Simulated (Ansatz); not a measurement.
`N[Si]N([SiH3])[SiH3]` + HBr → `[SiH3]N([SiH3])[Si]Br` + NH₃ at 298.15 K and 1 bar (ligand exchange at the Si–N bond).

Calculated with Ansatz (gas phase, PBE0-D4/def2-TZVP geometries, no zero-point term in ΔE). CCSD(T)/CBS is the MP2 limit (def2-TZVPP, def2-QZVPP) plus CCSD(T) − MP2 in def2-TZVPP, frozen cores. This one scheme is used for every species. For Br outer-core shells are correlated without core-valence functions, which leaves a few kJ/mol of doubt a bond. Scalar relativity is left out up to krypton. Each species was taken in one conformer, which may not be the lowest.

| species | CCSD(T)/CBS energy (Eh) | H − E (kJ/mol) | S (J/(mol·K)) |
| --- | --- | --- | --- |
| `N[Si]N([SiH3])[SiH3]` | -981.52495 | 245.8 | 387.8 |
| HBr | -2573.91920 | 24.6 | 198.6 |
| `[SiH3]N([SiH3])[Si]Br` | -3498.95213 | 179.4 | 392.4 |
| NH₃ | -56.50880 | 100.5 | 192.4 |

H − E and S are ideal-gas, rigid-rotor, harmonic terms from PBE0-D4/def2-TZVP, for one conformer and one mirror image of each species. 1 Eh = 2625.50 kJ/mol, R = 8.31446 J/(mol·K).

Task: By hand: ΔE, ΔH, ΔS and ΔG.

Result: ΔE = (-3498.95213) + (-56.50880) − (-981.52495) − (-2573.91920) = -0.01678 Eh = -44.1 kJ/mol. Δ(H − E) = 179.4 + 100.5 − 245.8 − 24.6 = 9.5, so ΔH = -34.6 kJ/mol. ΔS = 392.4 + 192.4 − 387.8 − 198.6 = -1.6 J/(mol·K). ΔG = -34.6 − 298.15 × (-1.6)/1000 = -34.1 kJ/mol.

Task: By hand: the equilibrium constant, and the temperature at which ΔG would vanish if ΔH and ΔS stayed fixed.

Result: log₁₀ K = −ΔG/(RT ln 10) = 6.0. ΔG = 0 at ΔH/ΔS = 21625 K, far beyond where these terms or the molecules hold.

The number of gas molecules stays the same, so ΔS is small and ΔH decides. A doubt of 5 kJ/mol in ΔE shifts log₁₀ K by 0.9 here. Other conformers and mirror images would add mixing entropy, several J/(mol·K) or more a flexible species. These are equilibria of isolated gas molecules and say nothing of rates. Largest T1 diagnostic: 0.013 (customary marks: 0.02 for closed shells, 0.045 for open ones).
